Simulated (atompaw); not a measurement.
**Plane-wave convergence, PAW (atompaw) potential for manganese**

| Quantity | Value |
| --- | --- |
| Element | manganese (Mn) |
| Generator | atompaw 4.2.0.5 |
| Type | PAW |
| Functional | LDA (PW92) |
| Relativity | scalar-relativistic |
| Frozen core | [Ar] |
| Valence charge | 7 |
| Reference configuration | 3d5 4s1.5 4p0.5 |
| Partial waves | 4s (bound): rc 3.00 bohr; 4s channel at 0.3 Ry: rc 2.65 bohr; 4p (bound): rc 3.00 bohr; 4p channel at 0.35 Ry: rc 3.00 bohr; 3d (bound): rc 0.90 bohr; 3d channel at 0.15 Ry: rc 0.90 bohr |
| Local potential | bessel scheme, radius 2.70 bohr |
| Core correction | smooth core density matched at 2.95 bohr |
| Augmentation charge | gaussian compensation charge, radius 2.25 bohr; PAW radius 3.00 bohr; waves and projectors: modrrkj vanderbiltortho |

The pseudo-atom Hamiltonian at the reference potential is diagonalised in spherical Bessel functions j_l(qr) that vanish at 20 bohr, with q² up to the cutoff. All-electron valence levels (Ry): 4s -0.4271, 4p -0.1389, 3d -0.5746.

Question: How do the lowest levels (Ry) of each channel move with the cutoff, and are there ghosts?

Answer:

| cutoff (Ry) | s #1 | p #1 | d #1 | d #2 | f #1 | Σ f·Δε (mRy) |
| --- | --- | --- | --- | --- | --- | --- |
| 8 | -0.4271 | -0.1389 | 0.0377 | 0.1164 | 0.0971 | 3061.4 |
| 12 | -0.4271 | -0.1389 | 0.0374 | 0.1154 | 0.0971 | 3060.0 |
| 18 | -0.4271 | -0.1389 | 0.0365 | 0.1124 | 0.0971 | 3055.3 |
| 30 | -0.4271 | -0.1389 | 0.0234 | 0.0808 | 0.0971 | 2990.0 |
| 40 | -0.4271 | -0.1389 | -0.2093 | 0.0449 | 0.0971 | 1826.3 |
| 50 | -0.4271 | -0.1389 | -0.4064 | 0.0428 | 0.0971 | 841.2 |
| 60 | -0.4271 | -0.1389 | -0.4942 | 0.0423 | 0.0971 | 401.9 |
| 80 | -0.4271 | -0.1389 | -0.5566 | 0.0420 | 0.0971 | 89.8 |
| 110 | -0.4271 | -0.1389 | -0.5733 | 0.0420 | 0.0971 | 6.7 |
| 140 | -0.4271 | -0.1389 | -0.5744 | 0.0420 | 0.0971 | 0.8 |
| 180 | -0.4271 | -0.1389 | -0.5745 | 0.0418 | 0.0971 | 0.6 |
| 400 | -0.4271 | -0.1389 | -0.5746 | 0.0416 | 0.0971 | 0.0 |

Result: no extra level below or beside the all-electron valence levels (s, p, d, f tested); 10 mRy is reached at 110 Ry and 1 mRy at 140 Ry.
